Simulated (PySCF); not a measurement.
**Computed properties of H2MoOS3, SMILES [OH][Mo](=[S])(=[S])[SH], multiplicity 1**

Mo(S)2(OH)(SH) (H₂MoOS₃), SMILES [OH][Mo](=[S])(=[S])[SH], multiplicity 1. Geometry: B3LYP-D3(BJ)/def2-SVP. The spin state was assumed, not searched. The def2 effective core potentials stand for the cores of Mo; spin–orbit coupling is left out. Other conformers were not sampled. All values are computed for the isolated molecule unless a solvent is named; none is compared with measurement here.

**Structure.** All 15 harmonic modes at B3LYP-D3(BJ)/def2-SVP (PySCF) are real, so it is a minimum. With heavy atoms numbered as in [Mo:1](=[S:2])(=[S:3])([OH:4])[SH:6], the shortest bond between them is Mo1–O4 at 1.870 Å and the longest Mo1–S6 at 2.332 Å.

**Vibrations.** The strongest infrared lines (harmonic, unscaled, degenerate partners summed) lie at 3813 cm⁻¹ (257 km/mol, H 94 %), 614 cm⁻¹ (165 km/mol, H 76 %, O 18 %), 332 cm⁻¹ (111 km/mol, H 85 %, O 13 %). The softest mode is at 135 cm⁻¹ and the zero-point energy is 16.3 kcal/mol.

**Electronic structure.** CAM-B3LYP/def2-TZVP (PySCF) places the frontier levels at -8.67 and -2.51 eV, a gap of 6.16 eV, and gives a dipole moment of 1.96 D and a mean polarisability of 106.0 bohr³. PBE/def2-TZVP (PySCF) at the same geometry gives -6.38 and -4.11 eV, so its gap is 3.89 eV narrower. An orbital gap is neither the optical nor the fundamental gap.

**Excitations.** TDDFT-ωB97X/def2-SVPD (PySCF) has S1 at 2.35 eV (529 nm, f = 0.001, dark); the most intense of the 10 singlets computed lies at 3.56 eV (f = 0.03). T1 (TDA) is at 2.11 eV. TDDFT-PBE/def2-SVPD (PySCF) puts S1 at 2.37 eV.
